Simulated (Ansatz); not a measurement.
Reaction: GeNH4 (SMILES [NH2][GeH2], doublet) → GeNH4 (SMILES [NH][GeH3], doublet)
Each species at its own B3LYP-D3(BJ)/def2-TZVP minimum (Ansatz, a quantum-chemistry and plane-wave program).

Property: isomerisation energy (electronic), in kJ/mol. Radicals and triplets start from unrestricted determinants; spin-orbit coupling is neglected. Correlated methods leave the cores frozen (noble-gas shells, and filled d and f shells in the p block). No relativity. CBS(X,Y): correlation extrapolated as X^-3, Hartree-Fock from the larger set. A bracket is a step between two methods taken in the basis named. Double hybrids freeze cores in their MP2 part.

CCSD(T)/CBS(cc-pVTZ,cc-pVQZ) + [CCSDT(Q) - CCSD(T)]/cc-pVTZ (Ansatz) gives 118.6 kJ/mol.

**Question.** What does PBE/def2-TZVPD (Ansatz) give here, and how do the other levels compare?

**Answer.** PBE gives 126.6 kJ/mol, 8.0 kJ/mol above it. Differences of the others: r2SCAN/def2-TZVPD (Ansatz) -6.5; B3LYP/def2-TZVPD (Ansatz) -3.5; wB97M-V/def2-TZVPD (Ansatz) 1.3; B2PLYP/def2-TZVPD (Ansatz) -0.4; CCSD(T)/CBS(cc-pVTZ,cc-pVQZ) (Ansatz) 0.4 kJ/mol.
